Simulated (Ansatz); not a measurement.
Born–Oppenheimer molecular dynamics of a periodic cell of 36 atoms, H$_{6}$C$_{2}$O (contents 4 CH3CH2OH, density as packed 0.79 g/cm³ with natural masses). It starts from a partly relaxed structure (largest force component 0.15 eV/Å).

These are results of Ansatz 0.2.0, DFT PBEsol, scalar-relativistic, plane waves, PAW, not measurements. Settings: cutoff 420 eV, k mesh 1x1x1, fermi-dirac smearing 0.05 eV, no spin polarisation.

```yaml
ensemble: NVT, Langevin thermostat
time_step: 0.5 fs
steps_asked: 300
set_temperature: 350 K
friction: 0.02 /fs
seed: 926492
```

Frames 1 fs apart, positions in Å, forces in eV/Å.

Velocities at 130.0 fs (Å/ps):

```
C -6.06 4.56 2.23
C 4.55 -2.89 -0.57
O 2.88 3.14 1.13
H -10.27 -7.32 -13.31
H 5.15 -33.77 -2.53
H -17.88 27.31 0.98
H -23.24 -17.15 -12.20
H 4.43 -12.64 -7.54
H 5.83 -13.81 0.90
C 2.92 4.86 6.53
C 4.47 -6.49 -9.27
O 3.06 0.92 6.57
H -0.73 -6.64 -22.61
H -9.07 -7.52 6.46
H -23.65 14.59 4.01
H 1.42 -28.68 30.29
H -10.37 21.49 33.60
H 16.05 -21.86 -10.62
C -0.85 0.25 8.41
C -1.91 1.37 5.19
O -1.83 1.47 5.96
H -26.56 -1.72 -3.64
H -5.97 25.37 39.97
H -3.33 26.49 10.33
H 2.48 -10.66 -15.04
H 3.21 6.74 -4.88
H -14.75 16.96 30.66
C 4.79 5.97 8.29
C 5.99 -3.33 -0.15
O 4.81 -0.60 5.08
H -2.65 1.23 -20.38
H -10.11 13.08 -1.19
H 3.22 -17.31 0.95
H -4.15 10.60 -1.83
H -24.26 -9.98 -19.20
H 14.64 1.10 -1.22
```

```xyz
36
Lattice="7.2936 0.0000 0.0000 0.0000 7.2936 0.0000 0.0000 0.0000 7.2936" Properties=species:S:1:pos:R:3:forces:R:3 time_fs=130.0 energy_less_start_eV=0.997 T=310
C 4.183 3.978 6.193 0.93 -1.20 2.06
C 3.667 5.019 7.155 0.55 0.64 -1.52
O 4.130 4.738 8.437 0.47 -0.86 0.13
H 3.652 5.284 9.051 -0.44 0.65 0.76
H 3.974 6.062 6.837 -0.08 -0.60 0.10
H 2.590 4.989 7.020 -0.85 0.15 0.52
H 4.039 4.271 5.201 -0.14 0.62 -1.93
H 5.253 3.763 6.396 -0.04 0.32 -0.27
H 3.698 2.988 6.327 -0.24 0.25 0.12
C 0.458 1.947 5.609 -0.52 -1.14 0.10
C 0.632 0.877 6.733 1.01 1.91 -0.98
O 2.039 0.849 6.933 0.01 -0.71 -0.51
H 2.241 0.840 7.890 -0.27 0.25 0.53
H 0.133 1.171 7.667 -0.29 -0.08 0.08
H 0.246 -0.060 6.327 -0.15 -0.61 0.18
H -0.621 1.942 5.244 1.00 0.33 0.24
H 0.821 2.938 5.954 -0.37 -0.25 -0.10
H 1.140 1.587 4.790 -0.53 0.38 0.27
C 1.150 5.344 3.628 -0.53 0.52 0.35
C 0.743 4.978 2.258 1.90 0.31 -1.38
O 0.533 3.575 2.094 -2.31 0.14 0.23
H -0.432 3.422 2.334 1.32 -0.08 -0.33
H -0.005 5.678 1.832 -0.36 -0.70 0.02
H 1.677 5.152 1.640 -0.84 0.02 0.10
H 1.364 6.416 3.636 0.33 0.24 0.16
H 0.398 5.161 4.387 -0.54 -0.15 0.36
H 2.008 4.750 3.873 0.92 -0.29 0.50
C 4.409 0.457 2.830 0.25 -1.03 -0.97
C 3.624 1.695 2.560 -0.71 -0.67 -0.49
O 2.243 1.443 2.235 0.59 -0.27 0.26
H 1.664 2.260 2.246 0.58 -0.06 0.01
H 3.730 2.325 3.417 -0.24 0.89 0.94
H 4.178 2.115 1.746 0.00 1.16 -1.03
H 5.394 0.761 3.201 0.10 -0.09 0.38
H 3.900 -0.205 3.516 -0.11 -0.41 0.75
H 4.649 -0.141 1.906 -0.36 0.42 0.36
36
Lattice="7.2936 0.0000 0.0000 0.0000 7.2936 0.0000 0.0000 0.0000 7.2936" Properties=species:S:1:pos:R:3:forces:R:3 time_fs=131.0 energy_less_start_eV=1.112 T=307
C 4.177 3.983 6.197 1.03 -1.67 1.04
C 3.672 5.015 7.154 -0.36 0.27 -1.36
O 4.133 4.740 8.438 0.47 -0.86 0.12
H 3.637 5.282 9.041 -0.45 0.66 0.83
H 3.978 6.027 6.831 0.16 0.13 -0.05
H 2.572 5.015 7.021 -0.20 0.04 0.58
H 4.014 4.257 5.177 0.01 0.42 -0.99
H 5.259 3.753 6.389 -0.35 0.47 -0.34
H 3.705 2.975 6.327 -0.17 0.51 0.15
C 0.461 1.951 5.616 0.03 -1.21 -0.01
C 0.637 0.871 6.723 0.78 2.37 -0.05
O 2.042 0.849 6.938 -0.29 -0.79 -1.85
H 2.240 0.834 7.869 -0.04 0.19 1.76
H 0.124 1.162 7.676 0.00 -0.18 -0.41
H 0.222 -0.050 6.332 -0.06 -0.89 0.00
H -0.615 1.914 5.277 0.77 0.46 0.05
H 0.810 2.954 5.989 -0.43 -0.66 -0.38
H 1.151 1.568 4.779 -0.86 0.76 0.69
C 1.149 5.344 3.635 -0.59 0.46 0.02
C 0.741 4.979 2.263 1.77 0.44 -1.05
O 0.531 3.576 2.099 -2.88 0.09 0.25
H -0.455 3.419 2.328 1.95 0.06 -0.45
H -0.015 5.698 1.871 -0.30 -0.85 -0.06
H 1.670 5.178 1.649 -0.80 -0.10 -0.01
H 1.371 6.405 3.624 0.32 0.57 0.22
H 0.398 5.168 4.383 -0.79 -0.14 0.59
H 2.000 4.768 3.906 1.19 -0.55 0.48
C 4.414 0.463 2.838 0.00 -1.56 -1.14
C 3.630 1.691 2.560 -0.92 -0.06 -0.06
O 2.248 1.441 2.240 0.39 -0.21 0.18
H 1.664 2.261 2.224 0.75 -0.21 0.09
H 3.719 2.344 3.422 -0.17 0.52 0.47
H 4.180 2.106 1.742 0.05 1.21 -1.05
H 5.392 0.776 3.201 0.23 -0.13 0.55
H 3.874 -0.216 3.498 0.15 -0.18 0.66
H 4.662 -0.140 1.906 -0.41 0.59 0.56
36
Lattice="7.2936 0.0000 0.0000 0.0000 7.2936 0.0000 0.0000 0.0000 7.2936" Properties=species:S:1:pos:R:3:forces:R:3 time_fs=132.0 energy_less_start_eV=1.184 T=277
C 4.172 3.987 6.201 0.97 -1.94 -0.33
C 3.676 5.011 7.153 -1.07 -0.03 -1.14
O 4.138 4.743 8.438 0.10 -0.46 0.51
H 3.614 5.284 9.038 -0.09 0.27 0.45
H 3.986 5.992 6.819 0.39 0.86 -0.18
H 2.559 5.042 7.025 0.28 -0.08 0.59
H 3.991 4.250 5.142 0.22 0.17 0.25
H 5.260 3.750 6.380 -0.46 0.57 -0.36
H 3.712 2.968 6.327 -0.17 0.62 0.17
C 0.464 1.955 5.622 0.46 -1.28 0.06
C 0.642 0.869 6.713 0.57 2.44 0.60
O 2.043 0.846 6.942 -0.40 -0.85 -2.44
H 2.241 0.832 7.863 0.03 0.15 2.28
H 0.116 1.152 7.678 0.20 -0.19 -0.69
H 0.200 -0.047 6.339 0.07 -0.93 -0.11
H -0.600 1.887 5.309 0.28 0.56 -0.19
H 0.791 2.961 6.022 -0.39 -0.80 -0.55
H 1.151 1.564 4.773 -0.93 0.95 0.85
C 1.147 5.346 3.642 -0.50 0.18 0.20
C 0.741 4.979 2.266 1.48 0.54 -0.69
O 0.528 3.578 2.105 -2.92 0.05 0.16
H -0.464 3.414 2.319 2.11 0.16 -0.46
H -0.029 5.706 1.907 -0.22 -0.93 -0.14
H 1.658 5.203 1.657 -0.67 -0.18 -0.15
H 1.388 6.399 3.616 0.26 0.72 0.28
H 0.388 5.171 4.390 -0.64 -0.03 0.43
H 2.001 4.776 3.941 0.99 -0.50 0.34
C 4.419 0.468 2.845 -0.35 -2.00 -1.00
C 3.636 1.686 2.560 -0.95 0.82 0.22
O 2.255 1.440 2.246 0.26 -0.28 0.08
H 1.671 2.260 2.201 0.81 -0.25 0.15
H 3.704 2.369 3.433 -0.08 0.03 -0.14
H 4.179 2.106 1.727 -0.06 1.08 -0.75
H 5.392 0.787 3.204 0.34 -0.17 0.69
H 3.849 -0.230 3.489 0.49 0.17 0.45
H 4.671 -0.133 1.912 -0.39 0.60 0.54
36
Lattice="7.2936 0.0000 0.0000 0.0000 7.2936 0.0000 0.0000 0.0000 7.2936" Properties=species:S:1:pos:R:3:forces:R:3 time_fs=133.0 energy_less_start_eV=1.175 T=285
C 4.167 3.989 6.205 0.92 -2.01 -1.49
C 3.679 5.007 7.151 -1.43 -0.13 -0.84
O 4.142 4.745 8.438 -0.36 0.03 1.04
H 3.589 5.285 9.044 0.41 -0.23 -0.09
H 4.002 5.966 6.806 0.49 1.31 -0.26
H 2.553 5.062 7.042 0.51 -0.14 0.50
H 3.974 4.247 5.106 0.35 -0.02 1.26
H 5.260 3.753 6.362 -0.51 0.61 -0.31
H 3.719 2.966 6.328 -0.23 0.55 0.18
C 0.468 1.958 5.628 0.69 -1.33 0.28
C 0.647 0.868 6.702 0.34 2.25 1.15
O 2.045 0.843 6.944 -0.20 -0.92 -1.67
H 2.244 0.834 7.880 -0.18 0.15 1.48
H 0.106 1.143 7.679 0.38 -0.17 -0.92
H 0.179 -0.051 6.348 0.26 -0.77 -0.16
H -0.582 1.860 5.340 -0.31 0.63 -0.43
H 0.769 2.963 6.048 -0.31 -0.78 -0.63
H 1.140 1.571 4.777 -0.77 0.98 0.74
C 1.146 5.348 3.648 -0.27 -0.17 0.65
C 0.741 4.980 2.270 1.12 0.47 -0.34
O 0.523 3.580 2.111 -2.21 0.08 -0.04
H -0.454 3.407 2.305 1.55 0.16 -0.31
H -0.045 5.702 1.943 -0.21 -0.90 -0.24
H 1.642 5.223 1.660 -0.47 -0.21 -0.32
H 1.403 6.398 3.608 0.17 0.71 0.33
H 0.371 5.175 4.401 -0.29 0.11 0.10
H 2.010 4.778 3.977 0.50 -0.25 0.10
C 4.424 0.471 2.852 -0.85 -2.19 -0.68
C 3.642 1.685 2.561 -0.78 1.55 0.15
O 2.262 1.439 2.252 0.24 -0.50 -0.01
H 1.685 2.256 2.180 0.70 -0.11 0.19
H 3.690 2.391 3.443 0.03 -0.34 -0.57
H 4.178 2.117 1.705 -0.28 0.79 -0.19
H 5.389 0.796 3.208 0.50 -0.17 0.84
H 3.827 -0.245 3.483 0.82 0.53 0.23
H 4.676 -0.117 1.926 -0.32 0.42 0.29
36
Lattice="7.2936 0.0000 0.0000 0.0000 7.2936 0.0000 0.0000 0.0000 7.2936" Properties=species:S:1:pos:R:3:forces:R:3 time_fs=134.0 energy_less_start_eV=1.144 T=288
C 4.161 3.987 6.207 0.87 -1.96 -2.19
C 3.681 5.004 7.147 -1.34 0.16 -0.59
O 4.145 4.747 8.440 -0.64 0.33 1.31
H 3.567 5.284 9.046 0.75 -0.53 -0.42
H 4.024 5.955 6.792 0.42 1.28 -0.21
H 2.558 5.080 7.070 0.44 -0.17 0.32
H 3.960 4.238 5.083 0.41 -0.09 1.79
H 5.257 3.762 6.342 -0.44 0.58 -0.24
H 3.726 2.967 6.331 -0.31 0.38 0.21
C 0.472 1.962 5.633 0.51 -1.36 0.52
C 0.652 0.870 6.693 0.11 1.72 1.41
O 2.046 0.840 6.944 0.10 -0.94 -0.34
H 2.247 0.843 7.912 -0.47 0.16 0.15
H 0.099 1.131 7.670 0.45 -0.10 -0.94
H 0.163 -0.063 6.355 0.52 -0.39 -0.15
H -0.568 1.842 5.363 -0.73 0.65 -0.59
H 0.741 2.961 6.063 -0.15 -0.59 -0.59
H 1.122 1.585 4.786 -0.43 0.89 0.40
C 1.145 5.350 3.654 -0.01 -0.32 1.22
C 0.742 4.981 2.274 0.65 0.26 0.05
O 0.518 3.581 2.118 -0.81 0.23 -0.32
H -0.430 3.401 2.288 0.33 0.02 -0.06
H -0.066 5.686 1.975 -0.21 -0.78 -0.31
H 1.617 5.240 1.658 -0.17 -0.17 -0.52
H 1.421 6.404 3.602 0.02 0.46 0.39
H 0.348 5.178 4.415 0.19 0.25 -0.33
H 2.024 4.779 4.015 -0.08 0.04 -0.19
C 4.427 0.473 2.857 -1.02 -2.05 -0.31
C 3.647 1.685 2.562 -0.49 2.13 -0.22
O 2.270 1.437 2.259 0.26 -0.75 -0.09
H 1.707 2.252 2.164 0.48 0.10 0.20
H 3.679 2.410 3.447 0.12 -0.56 -0.80
H 4.177 2.133 1.676 -0.54 0.41 0.48
H 5.391 0.803 3.219 0.45 -0.22 0.87
H 3.813 -0.255 3.480 1.00 0.74 0.12
H 4.679 -0.101 1.940 -0.21 0.19 -0.04
36
Lattice="7.2936 0.0000 0.0000 0.0000 7.2936 0.0000 0.0000 0.0000 7.2936" Properties=species:S:1:pos:R:3:forces:R:3 time_fs=135.0 energy_less_start_eV=1.149 T=268
C 4.156 3.983 6.207 0.62 -1.68 -2.39
C 3.681 5.003 7.142 -0.89 0.71 -0.36
O 4.148 4.749 8.441 -0.76 0.44 1.28
H 3.550 5.277 9.043 0.90 -0.63 -0.51
H 4.051 5.957 6.780 0.20 0.85 -0.05
H 2.567 5.100 7.103 0.27 -0.17 0.10
H 3.949 4.230 5.080 0.38 -0.10 1.84
H 5.246 3.776 6.322 -0.16 0.49 -0.15
H 3.728 2.972 6.342 -0.40 0.09 0.22
C 0.477 1.964 5.637 -0.01 -1.47 0.76
C 0.656 0.870 6.684 -0.02 1.23 1.51
O 2.049 0.836 6.944 0.26 -0.92 0.62
H 2.243 0.853 7.941 -0.62 0.13 -0.76
H 0.095 1.120 7.657 0.46 -0.02 -0.86
H 0.154 -0.076 6.358 0.72 -0.06 -0.15
H -0.560 1.832 5.380 -0.94 0.64 -0.67
H 0.713 2.952 6.072 0.05 -0.20 -0.44
H 1.102 1.605 4.797 0.00 0.71 -0.09
C 1.145 5.351 3.660 0.34 -0.25 1.65
C 0.742 4.981 2.278 0.28 0.11 0.35
O 0.511 3.583 2.123 1.03 0.47 -0.60
H -0.403 3.398 2.276 -1.33 -0.25 0.22
H -0.087 5.664 2.004 -0.21 -0.64 -0.35
H 1.592 5.252 1.648 0.06 -0.13 -0.63
H 1.440 6.415 3.606 -0.18 0.01 0.41
H 0.327 5.178 4.426 0.59 0.36 -0.65
H 2.043 4.780 4.052 -0.64 0.31 -0.48
C 4.429 0.473 2.862 -0.75 -1.66 -0.02
C 3.651 1.688 2.564 -0.26 2.47 -0.50
O 2.279 1.435 2.264 0.21 -0.96 -0.15
H 1.732 2.251 2.150 0.25 0.28 0.19
H 3.669 2.426 3.447 0.21 -0.70 -0.93
H 4.168 2.152 1.649 -0.65 0.10 1.01
H 5.401 0.805 3.234 0.12 -0.33 0.74
H 3.810 -0.259 3.480 1.02 0.79 0.08
H 4.682 -0.084 1.947 -0.14 0.00 -0.25
```

Of the whole run (150 fs, mean temperature of the second half 287 K): The mean temperature of the second half is 18 % below the set value. A run of 0.15 ps of so small a system gives no equilibrium averages. Limits of this set-up: coarse k mesh.

The run took 11 min on 1 thread of Arm Neoverse V1, with other jobs on the host, peak memory 0.41 GiB.
